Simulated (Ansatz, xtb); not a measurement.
## Two isomers of C5H7ClO3

Structure I: `O=C1OCC[C@H](CCl)O1`, a singlet. Structure II: `O=C1OCC[C@H](Cl)CO1`, a singlet. Both are isolated molecules in the gas phase, relaxed with r2SCAN-D4/def2-SVP, each in the lowest conformer that the search found.

Q: Estimate which is lower in electronic energy at CCSD(T)/def2-SVP + ΔMP2/def2-TZVPP, and by roughly how much.

A: The CCSD(T)/def2-SVP + ΔMP2/def2-TZVPP calculation puts structure I lower, by 14.5 kJ/mol.

Level by level:

```tsv
level	geometry	E(II) − E(I) (kJ/mol)	departure from the last row (kJ/mol)	job, with rough time for the two
GFN2-xTB	GFN2-xTB	+19.3	+4.9	optimisation, 0.16 s
HF/STO-3G	GFN2-xTB	+7.5	−6.9	single point, 0.5 s
r2SCAN-D4/def2-SVP//GFN2-xTB	GFN2-xTB	+14.3	−0.2	single point, 5.3 s
r2SCAN-D4/def2-SVP	r2SCAN-D4/def2-SVP	+13.7	−0.7	optimisation, 58 s
HF/def2-SVP	r2SCAN-D4/def2-SVP	+17.0	+2.5	part of the CCSD(T) run
MP2/def2-SVP	r2SCAN-D4/def2-SVP	+9.3	−5.1	part of the CCSD(T) run
CCSD(T)/def2-SVP	r2SCAN-D4/def2-SVP	+9.2	−5.2	single point
CCSD(T)/def2-SVP + ΔMP2/def2-TZVPP	r2SCAN-D4/def2-SVP	+14.5		single point, 3 min
```

As drawn, both hold the same kinds of bond in the same numbers. Structure I has a 6-membered ring, II a 7-membered ring.

None of the levels shown reverses the order. The largest departure from CCSD(T)/def2-SVP + ΔMP2/def2-TZVPP is that of HF/STO-3G, 6.9 kJ/mol. The last row adds to CCSD(T) the change of the MP2 difference between the two basis sets, here +5.2 kJ/mol.

With thermal terms from frequencies at re-optimised GFN2-xTB minima (ideal gas, soft modes damped towards free rotors, one conformer each, 298.15 K, 1 atm): on the last row, ΔE + ΔZPE = +15.1, ΔH = +14.8, ΔG = +16.7 kJ/mol.

The correlated steps freeze 13 core orbitals. Run with Ansatz 0.2.0, xtb 6.7.1; the last row on 4 threads of Arm Neoverse V2 on a shared host.
